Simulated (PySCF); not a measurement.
Ga³⁺ (gallium, charge +3): UHF calculation

Configuration: [Ar] 3d10, closed-shell 1S. Computed with PySCF 2.14 in 6-31G* (5s4p3d, 32 functions), with no relativity, point nucleus.

- Total energy: -1920.982668 hartree
- One-electron energy: -2646.7041 hartree
- Hartree (Coulomb) energy: 798.5738 hartree
- Exchange energy: -72.8524 hartree
- Kinetic energy: 1920.52615 hartree
- ⟨S²⟩: 0.0000
- ⟨L²⟩: 0.000
- Sum of ⟨r⟩: 14.90 bohr
- Sum of ⟨r²⟩: 12.38 bohr²
- Density at the nucleus (Gaussians lack the cusp): 19200 bohr⁻³
- Langevin diamagnetic susceptibility: -9.80 ×10⁻⁶ cm³/mol
- Time after the integrals: 0.1 s of wall time on 1 thread of Neoverse-N1 (shared host)

```json
{"shell": "1s", "electrons": "2", "mean orbital energy (hartree)": "-380.06590", "rms radius, mean of both spins (bohr)": "0.0572"}
{"shell": "2s", "electrons": "2", "mean orbital energy (hartree)": "-49.42363", "rms radius, mean of both spins (bohr)": "0.239"}
{"shell": "2p", "electrons": "6", "mean orbital energy (hartree)": "-43.75704", "rms radius, mean of both spins (bohr)": "0.212"}
{"shell": "3s", "electrons": "2", "mean orbital energy (hartree)": "-7.63033", "rms radius, mean of both spins (bohr)": "0.709"}
{"shell": "3p", "electrons": "6", "mean orbital energy (hartree)": "-5.72626", "rms radius, mean of both spins (bohr)": "0.741"}
{"shell": "3d", "electrons": "10", "mean orbital energy (hartree)": "-2.41217", "rms radius, mean of both spins (bohr)": "0.877"}
```
